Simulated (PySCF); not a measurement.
## Relaxation of quintet [IrS2]+

These are results of PySCF, UPBE0, basis Ir def2-TZVP with ECP60, S def2-TZVP (scalar-relativistic core potentials, no spin–orbit coupling, density fitting), not measurements. A (50,194) grid was used.

A hand-made side-on start, of C2v symmetry, held to at least that symmetry:

```xyz
3
charge 1 multiplicity 5, angstrom
Ir    0.0000    0.0000   -0.5141
S     1.0000    0.0000    1.5515
S    -1.0000    0.0000    1.5515
```

Problem. What does it relax to?

Solution. It ends at C2v with Ir–S 2.238 Å (×2), S–S 2.108 Å; Ir–S–S 61.9° (×2), S–Ir–S 56.2° (after a last refinement on a finer grid). A frequency run shows a minimum. Other isomers or separated fragments may lie lower.

Problem. How much energy is released, and in how many steps?

Solution. 6.8 kJ/mol in 4 steps.

With open d or f shells other occupations or spin states may lie lower. With an element this heavy the missing spin–orbit coupling can shift these numbers.

The relaxation took roughly 100 core-seconds on a shared host.
